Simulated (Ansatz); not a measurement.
Coupled-cluster run, CH₅AlS₂.

```yaml
crystal:
  periodic: [false, false, false]
  atoms:
    - {symbol: C, position_ang: [-0.281878, 0.779856, -1.094699]}
    - {symbol: Al, position_ang: [0.483468, -0.774109, -0.200744]}
    - {symbol: S, position_ang: [1.702559, -0.424012, 1.662638]}
    - {symbol: S, position_ang: [-0.263414, -0.952550, 2.107297]}
    - {symbol: H, position_ang: [-1.274051, 0.560472, -1.499997]}
    - {symbol: H, position_ang: [-0.366610, 1.641274, -0.427344]}
    - {symbol: H, position_ang: [0.347738, 1.081564, -1.938136]}
    - {symbol: H, position_ang: [0.577031, -2.227113, -0.817680]}
    - {symbol: H, position_ang: [-0.836344, 0.268318, 2.191568]}
basis:
  gaussian: {orbitals: def2-TZVPP}
correlation: {method: ccsd_t}
output: {orbitals: {seedname: orbitals}}
```

```sh
$ ansatz run in.yaml --threads 2 --pin off --events-out ev --progress --plain --max-ram 4352MiB
```

Output of Ansatz, abridged:

```
Functional definition: HF
1295 factors; integrals over basis functions are off by at most 1.2e-3 eV
mean field evaluation 1: about -29326.8596 eV, gradient 3.0e1 eV
mean field evaluation 2: about -29327.1327 eV, gradient 3.0e1 eV
mean field evaluation 4: about -29329.8078 eV, gradient 2.9e0 eV
mean field evaluation 8: about -29329.8557 eV, gradient 2.4e-1 eV
mean field -29329.85610296 eV, -1077.8523312934 hartree, gradient 2.5e-6 eV, S^2 0.000000; 0 other end points of the search recorded, 0 dependent functions left out
16 core orbitals not correlated: weight in the atoms' cores, before any rotation towards them, 1.000 or more for the frozen orbitals, at most 0.000 for the correlated occupied ones
reference -29329.85610296 eV, -1077.8523312934 hartree; 12, 12 occupied and 199, 199 virtual orbitals, 1295 factors
second order -16.74703582 eV of doubles, -0.00000000 eV of singles
cycle   1  -17.66898944 eV  change   -9.2e-1 eV  update   9.3e-2
cycle   2  -18.15259129 eV  change   -4.8e-1 eV  update   2.8e-2
cycle   3  -18.22326196 eV  change   -7.1e-2 eV  update   1.2e-2
cycle   4  -18.21751415 eV  change    5.7e-3 eV  update   3.1e-3
cycle   5  -18.21687164 eV  change    6.4e-4 eV  update   1.3e-3
cycle   6  -18.21664960 eV  change    2.2e-4 eV  update   5.0e-4
cycle   7  -18.21656493 eV  change    8.5e-5 eV  update   2.1e-4
cycle   8  -18.21663993 eV  change   -7.5e-5 eV  update   8.7e-5
cycle   9  -18.21664570 eV  change   -5.8e-6 eV  update   3.5e-5
cycle  10  -18.21662657 eV  change    1.9e-5 eV  update   1.7e-5
perturbative correction -0.83266386 eV, -0.0305998323 hartree
Total energy: -29348.90539339 eV, -1078.5523798047 hartree
```

Hardware: 2 threads of an Intel Xeon Platinum 8175M on a shared host. Wall time 74 s, peak host memory 3.4 GiB.

Correlation energy per correlated electron: -0.794 eV. T1 diagnostic: 0.0115.
